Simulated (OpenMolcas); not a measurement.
# O IV: the spin-orbit constant, worked from levels

- Program: OpenMolcas
- Basis: ANO-R1 [3s2p1d]
- Scalar Hamiltonian: X2C, finite nucleus
- Active space: 3 electrons in 4 orbitals (2s 2p)
- State averaging: 2S+1 = 4 odd, 1 root; 2S+1 = 2 odd, 11 roots; 2S+1 = 4 even, 3 roots; 2S+1 = 2 even, 9 roots
- Spin-orbit coupling: RASSI with atomic mean-field integrals over the reference wave functions, term energies averaged over their components

Methods: CASSCF; MS-CASPT2, IPEA 0.25 Eh, imaginary shift 0.1 Eh (closed shells correlated: 1s). Measured levels: Moore, Selected Tables of Atomic Spectra, NSRDS-NBS 3, section 10.

**The spin-orbit constant.** For the Hund term 2P* of p1, E(J) = (A/2) J(J+1) + constant and ζ = 2S·A = A. From J = 1/2 to J = 3/2 the energy changes by 1.5 A.

```tsv
Source	E(3/2) - E(1/2)	A	ζ
CASSCF	337.5	225.0	225
MS-CASPT2	338.3	225.5	226
measured	385.9	257.3	257
```

All in cm-1. MS-CASPT2 is off by -12.3 % and CASSCF by -12.5 %. Both methods take the spin-orbit matrix elements from the reference wave functions, so the second can move ζ only through the term energies and any multistate remixing.

The basis is small and was not contracted for so high a charge. Computed and measured levels are paired by configuration, term and J; levels that our copy of the source lacks, or whose pairing is in doubt (as where it misses far off the trend of its configuration), stay unpaired and out of the deviations. Only configurations of the active space appear.

* marks odd parity.
